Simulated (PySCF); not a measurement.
## CuFCl, doublet: computed properties

Level of theory: UPBE0 in PySCF with Cu def2-TZVP, F def2-TZVP, Cl def2-TZVP; no relativity; density-fitted integrals.

The structure is a minimum.

* Point group: Cs
* Bond lengths: Cu–Cl 2.067 Å, Cu–F 1.725 Å
* Bond angles: Cl–Cu–F 170.5°
* Lowest empty level (β): -6.14 eV
* Zero-point energy: 7.1 kJ/mol
* Entropy at 298.15 K and 1 bar (electronic part: spin only): 284.0 J/(mol K)
* Enthalpy at 298.15 K above 0 K: 12.96 kJ/mol
* Atomisation energy without zero-point energy: 642 kJ/mol
* Rotational constants: 26.22, 0.08808, 0.08779 cm⁻¹
* Principal quadrupole moments (Buckingham, traceless) about the centre of mass: -11.05, 5.15, 5.91 D Å
* Highest occupied level (β): -9.21 eV
* Rotational symmetry number: 1
* Heat capacity Cp at 298.15 K: 51.2 J/(mol K)
* Principal polarisabilities: 22.0, 22.2, 76.3 bohr³
* Spin squared ⟨S²⟩: 0.754
* Dipole moment: 0.95 D

Harmonic modes (masses in u: Cu 62.930, F 18.998, Cl 34.969):
| symmetry | ω (cm⁻¹) | IR (km/mol) |
| --- | --- | --- |
| a' | 104 | 23.0 |
| a' | 394 | 33.7 |
| a' | 688 | 155 |

Charges (e):
| atom | Mulliken | Löwdin | polar tensor | spin (Mulliken) | Mayer order to Cu1 |
| --- | --- | --- | --- | --- | --- |
| Cu1 | 0.77 | 0.26 | 1.32 | 0.72 | – |
| F2 | -0.48 | -0.31 | -0.71 | 0.12 | 0.84 |
| Cl3 | -0.29 | 0.06 | -0.61 | 0.16 | 1.14 |

Mulliken populations on Cu1: s 6.51, p 12.33, d 9.40, f 0.00.

Formally Cu is in oxidation state +2, d9, with 1 unpaired electron. The Mulliken spin on Cu is 0.72. The polar-tensor charge on Cu, 1.32, is below the formal one.

Other isomers or separated fragments may lie lower. With open d or f shells other occupations or spin states may lie lower.

The final relaxation and frequency run took 2.3 min on 4 threads of a shared Arm Neoverse V1 host, with 113 basis functions and 14 gradients; the process peaked at 1 GiB.
